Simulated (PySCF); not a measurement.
## Zn12O12: Orbital levels and atomic charges

System: Zn12O12.

Cartesian coordinates (Å):
```
  1 Zn   -0.353    1.729   -2.167
  2 O    -1.896    0.649   -2.214
  3 O    -2.807    0.502    0.924
  4 Zn   -1.502   -1.077   -2.093
  5 O     0.190   -1.868   -2.327
  6 O     1.040   -2.728    0.717
  7 Zn    1.496   -0.670   -2.273
  8 O     1.324    1.201   -2.411
  9 Zn    2.321    1.322   -0.817
 10 O     1.889    2.222    0.650
 11 Zn    0.074    2.721    0.671
 12 O    -1.034    2.716   -0.714
 13 Zn   -2.359    1.389   -0.546
 14 O    -1.316   -1.196    2.394
 15 Zn   -2.327   -1.316    0.811
 16 O    -1.891   -2.222   -0.650
 17 Zn   -0.072   -2.716   -0.664
 18 O     1.894   -0.651    2.216
 19 Zn    2.365   -1.395    0.551
 20 O     2.795   -0.499   -0.919
 21 Zn    1.499    1.076    2.095
 22 O    -0.190    1.875    2.335
 23 Zn   -1.494    0.675    2.264
 24 Zn    0.357   -1.739    2.167
```

Method: PBE/def2-SVP, gas phase, PySCF, fitting set def2-universal-JFIT, grid level 1.

The bonding changed from the starting structure during the optimisation; the coordinates given are those used.

Give the orbital energies near the gap.


```csv
orbital,eV
HOMO-4,-5.79
HOMO-3,-5.78
HOMO-2,-5.69
HOMO-1,-5.69
HOMO,-5.69
LUMO,-2.99
LUMO+1,-1.57
LUMO+2,-1.57
LUMO+3,-1.57
```

Give the partial charges of the non-hydrogen atoms.


```json
{"atom": "Zn1", "Mulliken": "0.69", "IAO": "1.40", "Hirshfeld": "0.41"}
{"atom": "O2", "Mulliken": "-0.69", "IAO": "-1.41", "Hirshfeld": "-0.41"}
{"atom": "O3", "Mulliken": "-0.69", "IAO": "-1.40", "Hirshfeld": "-0.41"}
{"atom": "Zn4", "Mulliken": "0.69", "IAO": "1.40", "Hirshfeld": "0.41"}
{"atom": "O5", "Mulliken": "-0.69", "IAO": "-1.40", "Hirshfeld": "-0.41"}
{"atom": "O6", "Mulliken": "-0.69", "IAO": "-1.40", "Hirshfeld": "-0.41"}
{"atom": "Zn7", "Mulliken": "0.69", "IAO": "1.41", "Hirshfeld": "0.41"}
{"atom": "O8", "Mulliken": "-0.69", "IAO": "-1.40", "Hirshfeld": "-0.41"}
{"atom": "Zn9", "Mulliken": "0.69", "IAO": "1.40", "Hirshfeld": "0.41"}
{"atom": "O10", "Mulliken": "-0.69", "IAO": "-1.41", "Hirshfeld": "-0.41"}
{"atom": "Zn11", "Mulliken": "0.69", "IAO": "1.41", "Hirshfeld": "0.41"}
{"atom": "O12", "Mulliken": "-0.69", "IAO": "-1.40", "Hirshfeld": "-0.41"}
{"atom": "Zn13", "Mulliken": "0.69", "IAO": "1.40", "Hirshfeld": "0.41"}
{"atom": "O14", "Mulliken": "-0.69", "IAO": "-1.41", "Hirshfeld": "-0.41"}
{"atom": "Zn15", "Mulliken": "0.69", "IAO": "1.40", "Hirshfeld": "0.41"}
{"atom": "O16", "Mulliken": "-0.69", "IAO": "-1.40", "Hirshfeld": "-0.41"}
{"atom": "Zn17", "Mulliken": "0.69", "IAO": "1.40", "Hirshfeld": "0.41"}
{"atom": "O18", "Mulliken": "-0.69", "IAO": "-1.41", "Hirshfeld": "-0.41"}
{"atom": "Zn19", "Mulliken": "0.69", "IAO": "1.40", "Hirshfeld": "0.41"}
{"atom": "O20", "Mulliken": "-0.69", "IAO": "-1.41", "Hirshfeld": "-0.41"}
{"atom": "Zn21", "Mulliken": "0.69", "IAO": "1.40", "Hirshfeld": "0.41"}
{"atom": "O22", "Mulliken": "-0.69", "IAO": "-1.40", "Hirshfeld": "-0.41"}
{"atom": "Zn23", "Mulliken": "0.69", "IAO": "1.40", "Hirshfeld": "0.41"}
{"atom": "Zn24", "Mulliken": "0.69", "IAO": "1.41", "Hirshfeld": "0.41"}
```
